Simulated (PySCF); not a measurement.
## Correlation energy of Pd²⁺ (palladium, charge +2)

[Kr] 4d8, high-spin 3F determinant. Computed with PySCF 2.14 in aug-cc-pVTZ-PP with ECP28MDF, with scalar relativity through the core potential. Frozen: 4s2 4p6; 8 electrons correlated.

| level | correlation energy (mhartree) |
| --- | --- |
| CCSD | -216.49 |
| (T) | -5.71 |
| CCSD(T) | -222.20 |

Diagnostics: T1 = 0.0012, D1 = 0.0018, largest double amplitude 0.015.

Q: Is a single reference adequate?

A: Yes, within this model without spin-orbit coupling: T1 lies below 0.03 and no double amplitude reaches 0.07.
